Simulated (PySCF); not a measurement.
Be(Cl)(GeH3) (BeClGeH3), SMILES [Cl][Be][GeH3].

Geometry optimised at PBE0-D3(BJ)/def2-TZVP.

Calculation: IEF-PCM-M06-2X/def2-SVP (PySCF).

The values are the electrostatic part of the solvation free energy, E(continuum) − E(gas) at the gas-phase geometry, in a cavity of scaled van der Waals radii (PySCF's table); cavitation and dispersion terms are not included. A continuum can't describe solvent molecules that bind to the metal. In vacuum the orbital gap is 8.93 eV. The dipole moment in vacuum is 0.05 D.

Computed values in water (ε = 78.36), N,N-dimethylformamide (ε = 37.22), ethylethanoate (ε = 5.99):
```csv
solvent,ε,ΔG(elec) (kcal/mol),dipole (D),gap (eV)
water,78.36,-4.4,0.11,9.11
"N,N-dimethylformamide",37.22,-4.2,0.10,9.11
ethylethanoate,5.99,-3.2,0.05,9.06
```
